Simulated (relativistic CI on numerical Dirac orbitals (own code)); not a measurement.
Crystal-field levels of Rh⁷⁺, 4d2

Calculated by Dirac-Coulomb-Breit CI, separate exchange-only KLI orbitals for each configuration, QED by a radiative potential, valence Slater integrals scaled by 0.7, one configuration in a parametric crystal field (own radial code).

Field parameters in Wybourne normalisation: D4h B²₀ = −7Ds, B⁴₀ = 21(Dq − Dt), B⁴₄ = 21√(5/14) Dq. The field is a parameter set, without covalency.

S and J are read from ⟨S²⟩ = S(S + 1) and ⟨J²⟩ = J(J + 1) of each level; they are not fictitious spins.

D4h, 10Dq = 25950, Ds = 930, Dt = 1130 cm⁻¹, the lowest 16 levels:

```csv
E (cm⁻¹),Degeneracy,Irrep,S,J
0.0,1,B1,0.99,2.49
395,1,B2,0.99,2.72
942,2,E,0.99,2.73
1207,1,A1,0.98,2.68
2978,1,A2,1.00,3.39
5116,2,E,0.99,3.28
5714,1,A1,0.99,3.58
12248,2,E,0.55,3.18
12422,1,A1,0.09,3.09
14481,1,B1,1.00,3.40
15003,1,B2,0.28,2.84
15594,2,E,0.71,3.20
16347,1,B1,0.11,3.07
21840,1,A1,0.98,2.96
21855,1,A2,1.00,2.81
22116,2,E,0.99,3.05
```

D4h, 10Dq = 27250, Ds = 1340, Dt = -720 cm⁻¹, the lowest 16 levels:

```csv
E (cm⁻¹),Degeneracy,Irrep,S,J
0.0,1,A1,0.99,2.78
318,2,E,1.00,2.92
6077,1,B1,0.94,2.66
6353,1,B2,0.95,2.69
8123,2,E,0.99,3.17
9216,1,A2,1.00,3.37
9358,1,A1,0.99,3.50
12202,1,B2,0.14,3.17
12594,1,B1,0.16,3.14
18580,1,A1,0.04,3.12
19412,2,E,0.07,3.10
32793,1,B1,1.00,3.15
32957,1,B2,0.99,3.08
33305,2,E,0.99,3.21
33640,1,A2,1.00,3.36
33716,1,A1,1.00,3.44
```

D4h, 10Dq = 21450, Ds = 2860, Dt = -370 cm⁻¹, the lowest 16 levels:

| E (cm⁻¹) | Degeneracy | Irrep | S | J |
| --- | --- | --- | --- | --- |
| 0.0 | 1 | A1 | 0.99 | 2.75 |
| 349 | 2 | E | 1.00 | 2.91 |
| 8023 | 1 | B1 | 0.86 | 2.72 |
| 8626 | 1 | B2 | 0.89 | 2.70 |
| 10509 | 2 | E | 0.99 | 3.18 |
| 11576 | 1 | A2 | 1.00 | 3.39 |
| 11748 | 1 | A1 | 0.99 | 3.53 |
| 12175 | 1 | B2 | 0.31 | 3.16 |
| 12993 | 1 | B1 | 0.32 | 3.04 |
| 19260 | 1 | A1 | 0.10 | 3.09 |
| 21813 | 2 | E | 0.17 | 3.03 |
| 26245 | 1 | A2 | 1.00 | 2.82 |
| 26309 | 1 | B1 | 1.00 | 3.03 |
| 26360 | 2 | E | 0.97 | 2.91 |
| 26413 | 1 | A1 | 0.98 | 3.00 |
| 26685 | 1 | B2 | 0.97 | 3.02 |

The free-ion ground term has S = 1. Every field shown keeps that spin.

Levels of this model without a field, named by their leading LS term (the scale mimics covalency, so terms lie below those of the real free ion): 3F_2 0, 3F_3 3594, 3F_4 7232, 1D_2 13514, 3P_0 13614, 3P_1 15328, 3P_2 19343, 1G_4 20677 cm⁻¹.
